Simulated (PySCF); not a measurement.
# Electron correlation in C²⁺ (carbon, charge +2)

[He] 2s2, closed-shell 1S. All numbers are calculated (PySCF 2.14, the spin-free X2C one-electron Hamiltonian (Gaussian nucleus), in x2c-QZVPPall (7s4p3d2f1g, 57 functions)). Frozen: 1s2; 2 electrons correlated.

With two correlated electrons CCSD is exact within the correlated space (frozen core and kept virtual orbitals).

| level | correlation energy (mhartree) |
| --- | --- |
| CCSD | -74.10 |

Diagnostics: T1 = 0.0088, D1 = 0.0125, largest double amplitude 0.155.

Task: Is a single reference adequate?

Result: Not fully. A double-excitation amplitude exceeds 0.15, a sign of near-degeneracy.
